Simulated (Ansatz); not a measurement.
A search over several starts for the lowest SCF solution of ZnSn₁₂⁺ at the given spin, in a small basis.

```yaml
crystal:
  periodic: [false, false, false]
  atoms:
    - {symbol: Zn, position_ang: [0.281539, -1.777703, -2.123298]}
    - {symbol: Sn, position_ang: [-0.001041, 0.005970, 0.007461]}
    - {symbol: Sn, position_ang: [-2.311817, -0.617365, 2.004367]}
    - {symbol: Sn, position_ang: [-0.569141, -2.983959, 0.560127]}
    - {symbol: Sn, position_ang: [0.855083, -1.071239, 2.804392]}
    - {symbol: Sn, position_ang: [-0.306250, 1.933112, 2.309269]}
    - {symbol: Sn, position_ang: [-2.475226, 1.898225, -0.121728]}
    - {symbol: Sn, position_ang: [-2.582125, -1.189197, -1.208434]}
    - {symbol: Sn, position_ang: [0.590437, 2.998787, -0.635885]}
    - {symbol: Sn, position_ang: [2.648641, 1.163815, 1.172632]}
    - {symbol: Sn, position_ang: [2.268628, 0.551528, -2.022120]}
    - {symbol: Sn, position_ang: [-0.827770, 0.995449, -2.804272]}
    - {symbol: Sn, position_ang: [2.429053, -1.907433, 0.057489]}
basis:
  gaussian: {orbitals: def2-SVP, initial_orbitals: start.molden}
total_charge: 1
magnetization: {spin_polarized: true, initial_magnetization: 1}
hamiltonian: {xc: pbe, dispersion: d4}
output: {orbitals: {seedname: orbitals}}
```

The file start.molden holds the orbitals of an earlier run on this structure, at another level or in another basis.

```sh
$ ansatz run in.yaml --threads 2 --pin off --events-out ev --progress --plain --max-ram 22528MiB --backend cuda --devices 0, --max-vram 18GiB
```

It prints (some lines left out):

```
Functional definition: PBE
  name "PBE"
  cite "Perdew, Burke & Ernzerhof, Phys. Rev. Lett. 77, 3865 (1996) doi:10.1103/PhysRevLett.77.3865"
  parent pbe
  parameter kappa = 0.804
  parameter beta = 0.06672455060314922
  exchange = pbe_x(kappa = kappa, mu = beta*pi^2/3)
  correlation = pbe_c(beta = beta)
3850 factors; their error is unknown
mean field evaluation 1: about -118318.5193 eV, gradient 1.5e2 eV
mean field evaluation 2: about -118339.4831 eV, gradient 3.1e1 eV
mean field evaluation 4: about -118375.7965 eV, gradient 1.4e1 eV
mean field evaluation 8: about -118392.3059 eV, gradient 5.5e-1 eV
mean field evaluation 16: about -118283.0444 eV, gradient 1.3e2 eV
mean field evaluation 32: about -118392.2755 eV, gradient 1.5e-3 eV
mean field evaluation 64: about -118390.3313 eV, gradient 3.4e0 eV
mean field evaluation 96: about -118391.1576 eV, gradient 5.8e-2 eV
mean field -118392.27550700 eV, -4350.8358757158 hartree, gradient 8.6e-6 eV, S^2 0.754034; 5 other end points of the search recorded, 0 dependent functions left out
reference -118392.27555663 eV, -4350.8358775394 hartree; 147, 146 occupied and 196, 197 virtual orbitals, 3850 factors
Total energy: -118394.15642987 eV, -4350.9049983561 hartree
```

It took 16 s on 2 threads of AMD EPYC 7R13 on a shared host and a share (18 GiB) of an NVIDIA H100 80GB HBM3, peak host memory 1.3 GiB.

In the def2 sets Sn takes a core potential; there is no spin–orbit coupling. The structure comes from a short search, and lower isomers may exist.
